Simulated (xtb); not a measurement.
trans-ethylamine (C₂H₇N), singlet, at a GFN2-xTB geometry. Base run: xtb 6.7.1 with GFN2-xTB.

Geometry (Å):
```xyz
10

C      1.2135    -0.3349    -0.0005
C     -0.0151     0.5796    -0.0007
N     -1.2904    -0.1147     0.0011
H      2.1258     0.2559    -0.0019
H      1.2148    -0.9706     0.8838
H      1.2134    -0.9726    -0.8835
H      0.0063     1.2212    -0.8859
H      0.0076     1.2232     0.8831
H     -1.3619    -0.7103     0.8201
H     -1.3631    -0.7122    -0.8164
```
Charge 0, spin multiplicity 1.
All else is at xtb's defaults.
Base energy -10.75486 Eh.

The base run was repeated with changes; each row names its change, and settings that it needs were set with it.

```
change        ΔE vs base (mEh)  HOMO-LUMO gap (eV)  dipole (D)  SCF cycles
------------  ----------------  ------------------  ----------  ----------
base                     0.000               11.59        1.52           9
acc = 0.1                0.000               11.59        1.52          10
etemp = 5000             0.000               11.59        1.52           9
etemp = 1000             0.000               11.59        1.52           9
file = coord             0.000               11.59        1.52           9
alpb = chcl3            -4.954               11.61        1.58           9
acc = 1000               0.004               11.59        1.52           4
```

ALPB and GBSA are two models with their own fitted parameters for each solvent, which aren't always the measured dielectric constant.
